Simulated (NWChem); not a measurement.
# Lowest excitation of F2Ge

```xyz
3

Ge     0.0000     0.0000    -0.4160
F      1.3105     0.0000     0.7395
F     -1.3105     0.0000     0.7395
```
Charge 0, spin multiplicity 1.

Everything below was run with NWChem. All single points use one geometry, from PBE0/def2-SVP, a minimum by its harmonic frequencies.

Basis set: def2-SVPD.

```json
[
 {"method": "TD-PBE", "lowest vertical singlet excitation energy (eV)": "5.19", "relative cost": "under 3", "difference from EOM-CCSD": "-0.42"},
 {"method": "CIS", "lowest vertical singlet excitation energy (eV)": "6.12", "relative cost": "under 3", "difference from EOM-CCSD": "+0.51"},
 {"method": "TD-B3LYP", "lowest vertical singlet excitation energy (eV)": "5.43", "relative cost": "3", "difference from EOM-CCSD": "-0.19"},
 {"method": "EOM-CCSD", "lowest vertical singlet excitation energy (eV)": "5.62", "relative cost": "under 3", "difference from EOM-CCSD": "0.00"},
 {"method": "TD-LDA (SVWN5)", "lowest vertical singlet excitation energy (eV)": "5.22", "relative cost": "1", "difference from EOM-CCSD": "-0.40"}
]
```

The values span 0.93 eV, from TD-PBE (lowest) to CIS (highest). The cost column gives rough processor time relative to TD-LDA (SVWN5); each entry includes its own SCF.

The Hamiltonian is non-relativistic. The correlated methods keep 11 core orbitals frozen. B3LYP has NWChem's definition, with VWN1-RPA local correlation. The structure started from a generated list of species. Coupled-cluster values serve here as a point of comparison, not as the truth.
